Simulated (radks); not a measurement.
The sulfur anion S-, [Ne] 3s2 3p5, held by a Watson sphere: a shell of charge +1 at radius R that stands for the Madelung well of a crystal (potential energy -1/R inside, -1/r outside, in hartree with lengths in bohr). Method: scalar-relativistic Kohn-Sham, PBEsol, spin-polarised, spherical densities, finite nucleus; open shells are filled with parallel spins first; Fermi nuclear charge, rms radius of each element as measured or else 0.836 A^(1/3) + 0.57 fm; computed with a radial shooting solver on a logarithmic mesh with Libxc functionals. Response by self-consistent Sternheimer equations with the Hartree and adiabatic LDA kernel, the relativistic mass of each level held fixed and spin-orbit coupling left out. The sphere does not respond.

| R (bohr) | e(3s down) (eV) | e(3p up) (eV) | e(3p down) (eV) | <r> 3p (bohr) | sum of <r^2> (bohr^2) | X-ray form factor at sin(theta)/lambda = 0.1 1/angstrom | alpha (bohr^3) |
|---|---|---|---|---|---|---|---|
| 2.21 | -17.011 | -7.818 | -7.077 | 2.117 | 35.31 | 14.822 | 23.98 |
| 2.36 | -16.761 | -7.630 | -6.897 | 2.139 | 35.97 | 14.792 | 25.24 |
| 2.41 | -16.680 | -7.566 | -6.835 | 2.147 | 36.19 | 14.782 | 25.68 |
| 3.52 | -15.087 | -6.140 | -5.447 | 2.275 | 40.04 | 14.627 | 36.80 |
| 4.21 | -14.309 | -5.373 | -4.689 | 2.327 | 41.64 | 14.577 | 44.17 |
| 4.31 | -14.208 | -5.272 | -4.589 | 2.333 | 41.84 | 14.571 | 45.23 |
